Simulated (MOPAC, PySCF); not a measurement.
C3H3F, SMILES `C=C=CF`, neutral singlet in the gas phase. 

Cartesian coordinates (Å):
```xyz
7

C     -1.3195     0.0100    -0.0021
C     -0.0207     0.0112    -0.0123
C      1.2774    -0.0417    -0.0140
F      2.0464     1.0418    -0.2146
H     -1.8790     0.1762     0.9141
H     -1.8920    -0.1492    -0.9116
H      1.8527    -0.9462     0.1429
```
Charge 0, multiplicity 1.

All levels are single points at this geometry (PBE0-D3(BJ)/def2-TZVP); Pople sets use spherical d functions. Orbital energies aren't observables, and empty levels follow the basis.

| level | HOMO (eV) | LUMO (eV) | gap (eV) | dipole (D) | vertical IE, Delta-SCF (eV) |
|---|---|---|---|---|---|
| PBE-D3(BJ)/def2-TZVP in PySCF | -6.21 | -1.68 | 4.53 | 1.57 | 9.74 |
| PBE0-D3(BJ)/def2-TZVP in PySCF | -7.49 | -0.65 | 6.84 | 1.71 | 9.84 |
| ωB97X-D3(BJ)/def2-TZVP in PySCF | -9.91 | 1.58 | 11.49 | 1.73 | 9.94 |
| B3LYP/3-21G in PySCF | -6.85 | -0.26 | 6.59 | 1.57 | – |
| B3LYP/6-31G* in PySCF | -6.86 | -0.30 | 6.56 | 1.53 | 9.62 |
| BP86/6-31G* in PySCF | -5.89 | -1.25 | 4.64 | 1.38 | – |
| M06-2X/6-31G* in PySCF | -8.45 | 0.83 | 9.29 | 1.64 | – |
| PBE/6-31G* in PySCF | -5.78 | -1.15 | 4.63 | 1.36 | 9.47 |
| SVWN5/6-31G* in PySCF | -5.91 | -1.37 | 4.53 | 1.44 | 9.69 |
| HF/3-21G in PySCF | -10.18 | 3.96 | 14.13 | 2.17 | – |
| HF/6-31G* in PySCF | -10.12 | 4.01 | 14.14 | 1.94 | 8.66 |
| AM1 in MOPAC | -9.92 | 0.84 | 10.76 | 1.61 | – |
| PM6 in MOPAC | -10.36 | 0.45 | 10.81 | 1.67 | – |
